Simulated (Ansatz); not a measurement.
RuO₂⁻, relaxed as a doublet with UKS PBE0-D4/def2-TZVPD in Ansatz, starting from the GFN2-xTB geometry. Force threshold 0.02 eV/Å.

In the def2 sets Ru takes a core potential; there is no spin–orbit coupling. The structure holds 1 bond(s) between oxygen atoms. The charge -1 doublet is spin-contaminated (final ⟨S²⟩ up to 1.47, 0.75 for a pure state). The highest occupied level of the charge -1 doublet lies above zero (up to 0.52 eV). The electron is either unbound and held by the finite basis, or the level is raised by self-interaction error. Another isomer (doublet) lies 4.21 eV lower at PBE0-D4/def2-TZVPD; other spin states weren't run for this one.

Start:

```xyz
3

Ru   -0.8692    0.2968    0.8495
O     0.8778    0.3039   -0.1295
O    -0.0086   -0.6007   -0.7200
```

Estimate the energy that the relaxation releases and the steps that it takes.

9.6 kJ/mol, in 4 steps; 5.5 s on 4 threads of Arm Neoverse V2 on a shared host. No frequencies were taken in this run, so the end may be a saddle point.

Does the start keep its bonding and symmetry?

By distances, no bond broke or formed. The bond that changes most is Ru1–O2, from 2.00 to 1.92 Å (atoms count from 1). Point group C2v at the start, C2v at the end, both within 0.05 Å.

Predict the relaxed structure.


```xyz
3

Ru   -0.8301    0.2835    0.8113
O     0.8542    0.3064   -0.1131
O    -0.0240   -0.5900   -0.6983
```
Bond lengths: 2 × O–Ru 1.92 Å; 1 × O–O 1.38 Å.
